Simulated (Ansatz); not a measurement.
Start from `[OH][Mo]([OH])([F])([F])([F])[F]` and change one atom or group to get `C[O][Mo]([OH])([F])([F])([F])[F]`.

Ansatz, PBE0-D4/def2-TZVP geometries, multiplicity 1. Each molecule was computed in one conformer, which needn't be the lowest.

Elements past krypton have def2 core potentials.

```tsv
property	`[OH][Mo]([OH])([F])([F])([F])[F]`
LUMO energy (B3LYP/def2-TZVPP) / eV	-4.73
LUMO energy (PBE/def2-TZVPP) / eV	-4.98
HOMO energy (PBE0/def2-TZVPP) / eV	-10.68
HOMO–LUMO gap (PBE0/def2-TZVPP) / eV	6.18
size of the dipole moment (ωB97M-V/def2-TZVPP) / D	3.11
LUMO energy (PBE0/def2-TZVPP) / eV	-4.50
```

(1) What does the change do to each property? (Best estimate.)

## Answers

(1) The calculation gave: 
```tsv
property	`C[O][Mo]([OH])([F])([F])([F])[F]`	shift
LUMO energy (B3LYP/def2-TZVPP) / eV	-4.26	0.47
LUMO energy (PBE/def2-TZVPP) / eV	-4.51	0.47
HOMO energy (PBE0/def2-TZVPP) / eV	-10.13	0.55
HOMO–LUMO gap (PBE0/def2-TZVPP) / eV	6.08	-0.10
size of the dipole moment (ωB97M-V/def2-TZVPP) / D	4.34	1.23
LUMO energy (PBE0/def2-TZVPP) / eV	-4.04	0.46
```

With PBE0 the HOMO rises by 0.55 eV and the LUMO rises by 0.46 eV, so the gap narrows by about 0.09 eV. PBE moves the HOMO by 0.41 eV and ωB97M-V by 0.62 eV. The zero-point energy changes by 76.1 kJ/mol with +9 modes. Dipoles are sizes alone; their direction can turn.

B3LYP here is the variant with VWN-RPA as its local correlation; programs differ in this.
